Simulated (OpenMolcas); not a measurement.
Levels of Tb V by method

| Property | Result |
| --- | --- |
| Program | OpenMolcas 26.06 |
| Basis | ANO-RCC-VQZP [9s8p6d4f3g2h] |
| Scalar Hamiltonian | DKH2, point nucleus |
| Active space | 7 electrons in 7 orbitals (4f) |
| State averaging | 2S+1 = 8 odd, 1 root; 2S+1 = 6 odd, 48 roots (21 in the spin-orbit step); 2S+1 = 4 odd, 5 roots kept (CI in the orbitals of an earlier block, 0 in the spin-orbit step) |
| Spin-orbit coupling | state interaction with AMFI integrals over the reference wave functions, term energies averaged over their components |

Methods on the same reference wave functions:
A. CASSCF
B. SS-CASPT2, IPEA 0.25 Eh, imaginary shift 0.1 Eh (closed shells correlated: 5s 5p)

Energies in cm⁻¹ above 4f⁷ ⁸S°_7/2.

```tsv
Level	A	B
4f⁷ ⁸S°_7/2	0.0	0.0
4f⁷ ⁶P°_5/2	44806	40000
4f⁷ ⁶P°_3/2	45462	40660
4f⁷ ⁶P°_7/2	45742	41040
4f⁷ ⁶I°_13/2	49172	45970
4f⁷ ⁶I°_15/2	49172	45970
4f⁷ ⁶I°_11/2	49172	45970
4f⁷ ⁶I°_9/2	49172	45970
4f⁷ ⁶I°_7/2	49172	45970
4f⁷ ⁶I°_17/2	49172	45970
4f⁷ ⁶D°_1/2	54977	49950
4f⁷ ⁶D°_9/2	54977	49950
4f⁷ ⁶D°_3/2	55705	50700
4f⁷ ⁶D°_5/2	56360	51370
4f⁷ ⁶D°_7/2	56551	51580
```

From A to B the spin-free energies of the other terms of 4f⁷ shown, above ⁸S°, scale by factors of 0.89 to 0.93, as is usual when dynamic correlation screens the repulsion within a d or f shell.

The lowest spin-free term lies below A's lowest term by 0.539 hartree in B.

Term energies are means over components that CASPT2 splits; among the terms shown or strongly mixed into the levels shown the widest spread is 40 cm-1 (4f⁷ ⁶I°, B). No quartet enters the spin-orbit mixing, so the splitting and order within the octet and the sextets are unsound, and g values and χT are rough. Without dynamic correlation excited terms often stand tens of per cent too high (terms of higher spin than the ground term too low), and those without a measured partner can miss by more than the paired ones (holds for A). Only configurations of the active space appear.

° marks odd parity.
